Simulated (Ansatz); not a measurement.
Cost and result up the ladder for Zn₃H₁₂Se₃, a cluster cut from wurtzite ZnSe (hydrogen-capped) (18 atoms). Charge 0, multiplicity 1. Geometry: B3LYP-D4/def2-SVP.

Cartesian coordinates in Å:
```
Se 1.845 -1.004 -0.969
Zn 3.075 1.597 0.063
Se 0.215 2.054 1.042
Zn -0.324 -3.072 -1.569
Se -2.055 -1.063 -0.048
Zn -2.764 1.507 1.447
H 2.461 -0.981 -2.308
H 2.863 -1.932 -0.446
H 3.580 0.984 1.405
H 2.871 2.369 -1.277
H 0.535 2.455 2.423
H 0.089 3.453 0.596
H -0.015 -3.950 -0.316
H -0.665 -2.495 -2.978
H -2.701 -2.018 0.870
H -3.207 -1.068 -0.966
H -3.208 2.276 0.164
H -2.594 0.888 2.868
```

Ansatz on 4 threads of Arm Neoverse N1 on a shared host. Times are rough, and most runs start from the orbitals of an earlier one. PBE0-D4/def2-TZVP serves as the yardstick here, not as an exact answer. Differences are given only for rows in sets of like size (and for xTB, whose basis is part of the method), since another set adds its own error. Binding counts from free atoms at the same level (Se triplet, Zn singlet, H doublet; other spins of the atoms weren't run), without zero-point energy or a counterpoise term.

The 6-31G sets use Cartesian d functions. B3LYP takes the VWN-RPA correlation. Correlated methods freeze 54 core orbitals; core or outer-core shells of Se are correlated, in sets that lack core-valence functions. The rows differ in basis, and correlated rows in double-zeta sets carry the largest basis error.

Correlated methods converge slowly with the basis, most of all in double-zeta sets.

| level | functions | binding energy per atom (eV) | difference from PBE0-D4/def2-TZVP (eV) |
| --- | --- | --- | --- |
| HF/STO-3G | 120 | 1.78 | – |
| revPBE-D4/def2-TZVP | 360 | 1.94 | -0.03 |
| PBE0-D4/def2-TZVP (with forces) | 360 | 1.97 | 0.00 |
| PBE0-D4/def2-SVP | 249 | 1.99 | – |
| PBE-D4/def2-TZVPD | 432 | 1.98 | 0.02 |
| HF/6-31G | 198 | 1.25 | – |
| r2SCAN-D4/def2-TZVP | 360 | 2.03 | 0.06 |
| PBE-D4/def2-TZVP | 360 | 1.98 | 0.01 |
| B3LYP-D4/6-31G | 198 | 1.99 | – |
| PBE-D4/def2-SVP | 249 | 2.01 | – |
| MP2/def2-SVP | 249 | 1.82 | – |

(1) Estimate how long each takes.

Answers

(1) PBE-D4/def2-SVP 7.5 s; HF/6-31G 10 s; B3LYP-D4/6-31G 14 s; PBE-D4/def2-TZVP 16 s; revPBE-D4/def2-TZVP 16 s; PBE0-D4/def2-SVP 20 s; MP2/def2-SVP 24 s; HF/STO-3G 26 s; PBE-D4/def2-TZVPD 27 s; r2SCAN-D4/def2-TZVP 34 s; PBE0-D4/def2-TZVP (with forces) 54 s. On shared hardware such times vary by a factor of up to 3.
